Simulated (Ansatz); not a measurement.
```xyz
2

B     0.0000    0.0000   -0.7239
B     0.0000    0.0000    0.7239
```

Basis set: cc-pVDZ (spherical functions). Correlated methods keep 2 orbitals frozen. Charge 0, multiplicity 3.

Computed with Ansatz (development build ahead of 0.2.0); each method stands on the lowest determinant of its kind that the runs found.

(1) Give the atomization energy at this shape (free ground-state atoms in the same class of orbitals less the molecule, no zero-point energy) of triplet B₂ by UHF-MP2, UHF.

## Answers

(1)

```
 method  atomization energy
UHF-MP2             2.16 eV
    UHF             2.12 eV
```

Caution: the shape is not the minimum; the unrestricted determinant is a mixture of spin states.
